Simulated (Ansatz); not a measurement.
Input file for Ansatz (a quantum-chemistry and plane-wave program): R-CCSD(T)/def2-SVP on CH5OSb (SMILES C[O][SbH2]), a point of a torsion scan. Elements past Kr take the def2 small-core potentials; no spin–orbit coupling. The run froze 11 orbitals, filled d shells among them.

Ansatz 0.2 input:
```yaml
crystal:
  periodic: [false, false, false]
  atoms:
    - {symbol: C, position_ang: [1.17305674, 0.03199018, 0.02509454]}
    - {symbol: O, position_ang: [0.08949797, -0.52091204, -0.66080937]}
    - {symbol: Sb, position_ang: [-1.79382783, -0.12906366, -0.13575185]}
    - {symbol: H, position_ang: [1.24699427, 1.11339272, -0.12328194]}
    - {symbol: H, position_ang: [1.13963656, -0.17368644, 1.09878660]}
    - {symbol: H, position_ang: [2.07044222, -0.43365359, -0.38607458]}
    - {symbol: H, position_ang: [-2.20297471, -1.66093814, -0.71566135]}
    - {symbol: H, position_ang: [-2.14529591, 0.50924847, -1.67332526]}
basis:
  gaussian:
    orbitals: def2-SVP
magnetization: {spin_polarized: false}
correlation: {method: ccsd_t, electrons: outside_noble_gas}
scf: {lower_state_search: off}
```

Program output:

```
WARN ansatz: RAYON_NUM_THREADS=1 ignored (pool sized by the plan → 1); use --threads N
Functional definition: HF
these checks for a lower state are left out or cut short: stability, starts, cluster_reference, orbital_swaps, neighbouring_geometries, increment
integrals: 0.07 GiB planned
865 factors; integrals over basis functions are off by at most 1.3e-3 eV
mean field: 0.20 GiB planned
mean field evaluation 1: about -9651.3687 eV, gradient 3.0e1 eV
mean field evaluation 2: about -9651.4919 eV, gradient 3.0e1 eV
mean field evaluation 4: about -9653.6533 eV, gradient 3.0e0 eV
mean field evaluation 8: about -9653.6880 eV, gradient 1.6e-1 eV
mean field -9653.68820376 eV, -354.7664979832 hartree, gradient 2.2e-6 eV, S^2 0.000000; 0 other end points of the search recorded, 0 dependent functions left out
11 core orbitals not correlated
reference -9653.68820376 eV, -354.7664979832 hartree; 10, 10 occupied and 58, 58 virtual orbitals, 865 factors
second order -11.72166138 eV of doubles, -0.00000000 eV of singles
coupled cluster: 0.19 GiB planned
cycle   1  -12.30392668 eV  change   -5.8e-1 eV  update   9.4e-2
cycle   2  -12.69180483 eV  change   -3.9e-1 eV  update   3.1e-2
cycle   3  -12.80382396 eV  change   -1.1e-1 eV  update   1.8e-2
cycle   4  -12.79895715 eV  change    4.9e-3 eV  update   5.0e-3
cycle   5  -12.79831030 eV  change    6.5e-4 eV  update   2.5e-3
cycle   6  -12.79884077 eV  change   -5.3e-4 eV  update   8.7e-4
cycle   7  -12.79840446 eV  change    4.4e-4 eV  update   3.6e-4
cycle   8  -12.79837760 eV  change    2.7e-5 eV  update   1.2e-4
cycle   9  -12.79842922 eV  change   -5.2e-5 eV  update   4.1e-5
cycle  10  -12.79841869 eV  change    1.1e-5 eV  update   1.5e-5
perturbative correction -0.32794558 eV, -0.0120517778 hartree
Total energy: -9666.81456803 eV, -355.2488829728 hartree
Checks for a lower state left out: stability, starts, cluster_reference, orbital_swaps, neighbouring_geometries, increment
```

Self-consistency was reached.

Cost: around 4 core-seconds (rough).
